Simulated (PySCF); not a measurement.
RbCl, SMILES [Rb][Cl]. The structure is a stationary point at B3LYP-D3(BJ)/def2-TZVPD. The def2 effective core potentials stand for the cores of Rb; spin–orbit coupling is left out.

Task: Give the equilibrium geometry at B3LYP-D3(BJ)/def2-TZVPD (PySCF confirms it by a frequency run) as bond lengths and angles, and its point group. (Estimate from the structure and the level; the computed values follow.)

Result: point group C∞v.
Atoms: Rb1 Cl2. Bonds (Å): Rb1–Cl2 2.875.
Charge 0, spin multiplicity 1.
